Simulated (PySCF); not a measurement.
Fractional electron number in Te²⁺ (tellurium, charge +2)

The 5p alpha orbital of [Kr] 4d10 5s2 5p2 is emptied in steps (occupation f), with all orbitals relaxed, ending at [Kr] 4d10 5s2 5p1. Calculation: PySCF 2.14, in aug-cc-pVDZ-PP with ECP28MDF; scalar relativity through the core potential. The exact energy is a straight line in f; departures are measured from the line between the end points of the same method.

Q: Among UHF, LDA, PBE, PBE0, r2SCAN, LC-wPBE, BHandHLYP, wB97X, B3LYP, CAM-B3LYP, which shows the largest delocalisation error (convex curve), and which is closest to linear?

A: Most convex: LDA (-1.121 eV at f = 0.4); closest to linear: UHF (0.085 eV).

```
  f  UHF (eV)  LDA (eV)  PBE (eV)  PBE0 (eV)  r2SCAN (eV)  LC-wPBE (eV)  BHandHLYP (eV)  wB97X (eV)  B3LYP (eV)  CAM-B3LYP (eV)
  1     0.000     0.000     0.000      0.000        0.000         0.000           0.000       0.000       0.000           0.000
0.8     0.058    -0.747    -0.724     -0.528       -0.682        -0.092          -0.352      -0.148      -0.586          -0.332
0.6     0.086    -1.121    -1.084     -0.790       -1.012        -0.134          -0.528      -0.225      -0.879          -0.498
0.4     0.085    -1.121    -1.081     -0.786       -0.999        -0.129          -0.528      -0.228      -0.878          -0.497
0.2     0.056    -0.747    -0.718     -0.521       -0.655        -0.082          -0.352      -0.155      -0.584          -0.331
  0     0.000     0.000     0.000      0.000        0.000         0.000           0.000       0.000       0.000           0.000
```

| method | E(f=0) − E(f=1) (eV) | −ε at f=1 (eV) | −ε at f=0.4 (eV) |
| --- | --- | --- | --- |
| UHF | 26.936 | 27.302 | 26.860 |
| LDA | 27.689 | 23.029 | 28.627 |
| PBE | 27.491 | 22.966 | 28.409 |
| PBE0 | 27.551 | 24.242 | 28.226 |
| r2SCAN | 27.688 | 23.397 | 28.599 |
| LC-wPBE | 27.653 | 27.066 | 27.786 |
| BHandHLYP | 27.449 | 25.246 | 27.891 |
| wB97X | 27.308 | 26.388 | 27.480 |
| B3LYP | 27.548 | 23.885 | 28.287 |
| CAM-B3LYP | 27.587 | 25.511 | 28.006 |

Reference removal energy between the ground levels: 27.84 ± 0.04 eV (measured; NIST Atomic Spectra Database, ionization energies). The calculation has no spin-orbit coupling. UHF lacks correlation.
